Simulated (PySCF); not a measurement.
A structure optimised at B3LYP-D3(BJ)/def2-TZVPD, used in a PySCF frequency run:

```xyz
4

S      0.0000     0.0000     0.1144
H     -0.9949    -0.5744    -0.6099
H      0.0000     1.1489    -0.6099
H      0.9949    -0.5744    -0.6099
```
Charge +1, spin multiplicity 1.

**Question.** Write its SMILES, formula and point group.

**Answer.** [SH3+], H₃S, C3v

**Question.** What are its rotational constants (standard atomic weights)?

**Answer.** 146.70, 146.70, 126.62 GHz
